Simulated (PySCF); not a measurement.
**Radial density of F⁺ (fluorine, charge +1)**

UHF, [He] 2s2 2p4, high-spin 3P determinant. Calculation: PySCF 2.14, in def2-TZVP (5s3p2d1f, 31 functions); no relativity, point nucleus.

| r (bohr) | 4πr²ρ (e/bohr) | 4πr²(ρα − ρβ) |
| --- | --- | --- |
| 0.00240 | 0.03127 | 0.0000 |
| 0.00404 | 0.08616 | 0.0000 |
| 0.00680 | 0.2314 | 0.0001 |
| 0.0114 | 0.6031 | 0.0002 |
| 0.0192 | 1.482 | 0.0006 |
| 0.0324 | 3.319 | 0.0021 |
| 0.0545 | 6.333 | 0.0087 |
| 0.0916 | 9.302 | 0.0407 |
| 0.154 | 8.965 | 0.1750 |
| 0.259 | 5.120 | 0.6291 |
| 0.436 | 4.373 | 1.5304 |
| 0.733 | 5.937 | 1.9816 |
| 1.23 | 3.282 | 1.0139 |
| 2.07 | 0.4741 | 0.1317 |
| 3.49 | 0.01247 | 0.0023 |
